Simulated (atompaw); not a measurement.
# Ranking PAW (atompaw) potentials for F (Z = 9)

All share these settings but for the change named:

| Item | Value |
| --- | --- |
| Element | F |
| Generator | atompaw 4.2.0.5 |
| Type | PAW |
| Functional | PBE |
| Relativity | scalar-relativistic |
| Frozen core | [He] |
| Valence charge | 7 |
| Reference configuration | 2s2 2p5 |
| Partial waves | 2s (bound): rc 0.85 bohr; 2s channel at 0.05 Ry: rc 1.35 bohr; 2p (bound): rc 1.35 bohr; 2p channel at 1.4 Ry: rc 1.35 bohr |
| Local potential | vpsmatchnc scheme with l = 2 at 0 Ry, radius 1.00 bohr |
| Core correction | smooth core density matched at 1.15 bohr |
| Augmentation charge | besselshape compensation charge, radius 1.20 bohr; PAW radius 1.35 bohr; waves and projectors: custom rrkj gramschmidtortho |

Cutoff: the first of the cutoffs (Ry, on a coarse ladder) from which the occupation-weighted sum of valence levels, in a spherical-Bessel basis at the reference potential, stays within 10 and 1 mRy of its value at 400 Ry; the density cutoff is not measured.

The base gives 40 Ry.

Of 7 variants that were run, those that failed, showed a ghost or another fault, or gave nearly equal values are left out.

A variant can come out equal or close to the base.

**Question.** Rank these variants from softest to hardest (loose cutoff).
A. all radii scaled by about 0.89 (s 0.76, p 1.20 bohr); local potential vpsmatchnc scheme with l = 2 at 0 Ry, radius 0.88 bohr; augmentation besselshape compensation charge, radius 1.06 bohr; PAW radius 1.20 bohr; waves and projectors: custom rrkj gramschmidtortho; core correction smooth core density matched at 1.02 bohr
B. all radii scaled by about 1.11 (s 0.94, p 1.50 bohr); local potential vpsmatchnc scheme with l = 2 at 0 Ry, radius 1.12 bohr; augmentation besselshape compensation charge, radius 1.34 bohr; PAW radius 1.50 bohr; waves and projectors: custom rrkj gramschmidtortho; core correction smooth core density matched at 1.28 bohr
C. all radii scaled by about 1.04 (s 0.88, p 1.40 bohr); local potential vpsmatchnc scheme with l = 2 at 0 Ry, radius 1.04 bohr; augmentation besselshape compensation charge, radius 1.24 bohr; PAW radius 1.40 bohr; waves and projectors: custom rrkj gramschmidtortho; core correction smooth core density matched at 1.20 bohr
D. all radii scaled by about 0.83 (s 0.70, p 1.12 bohr); local potential vpsmatchnc scheme with l = 2 at 0 Ry, radius 0.84 bohr; augmentation besselshape compensation charge, radius 1.00 bohr; PAW radius 1.12 bohr; waves and projectors: custom rrkj gramschmidtortho; core correction smooth core density matched at 0.96 bohr

**Answer.** B (35 Ry), C (40 Ry), A (50 Ry), D (70 Ry).
